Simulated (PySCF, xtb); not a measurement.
Cl4OW, SMILES [O]=[W]([Cl])([Cl])([Cl])[Cl] (connectivity only; charge and spin as stated), charge -1, multiplicity 2.

Harmonic wavenumbers (cm⁻¹) from GFN2-xTB run with xtb 6.7.1 at its own minimum, in rising order: 9, 114, 136, 137, 172, 175, 176, 226, 274, 275, 287, 843.

Problem. What does r2SCAN-D4/def2-SVPD in PySCF 2.14.0 give at its own minimum? (Estimate from the structure and the level; the computed values follow.)

Solution. 37, 136, 150, 150, 175, 231, 231, 286, 330, 330, 342, 1021. Paired by order, the mean absolute difference is 50 cm⁻¹ and the zero-point energies are 4.0 and 4.9 kcal/mol.
